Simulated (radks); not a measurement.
All-electron atom: Cl III in [Ne] 3s2 3p3 (the NIST ground configuration). Calculated with a radial shooting solver on a logarithmic mesh with Libxc functionals: Dirac Kohn-Sham, PBE, spin-unpolarised, spherical densities, finite nucleus; open shells fill j = l - 1/2 first; Fermi nuclear charge, rms radius 3.3654 fm.

Unscreened Slater integrals over Kohn-Sham orbitals (cm^-1). Large and small components are both included.

| integral | value |
|---|---|
| F0(3p3/2,3p3/2) | 123490 |
| F2(3p3/2,3p3/2) | 62662 |
| F0(3p3/2,3p1/2) | 123730 |
| G2(3p3/2,3p1/2) | 62766 |
| F0(3p3/2,3s1/2) | 129750 |
| G1(3p3/2,3s1/2) | 86436 |
| F0(3p3/2,2p3/2) | 167730 |
| F2(3p3/2,2p3/2) | 29680 |
| G0(3p3/2,2p3/2) | 11923 |
| G2(3p3/2,2p3/2) | 11978 |
| F0(3p1/2,3p1/2) | 123970 |
| F0(3p1/2,3s1/2) | 130030 |
| G1(3p1/2,3s1/2) | 86682 |
| F0(3p1/2,2p3/2) | 168330 |
| G2(3p1/2,2p3/2) | 11983 |
| F0(3s1/2,3s1/2) | 137090 |
| F0(3s1/2,2p3/2) | 181890 |
| G1(3s1/2,2p3/2) | 13981 |
| F0(2p3/2,2p3/2) | 494520 |
| F2(2p3/2,2p3/2) | 229570 |
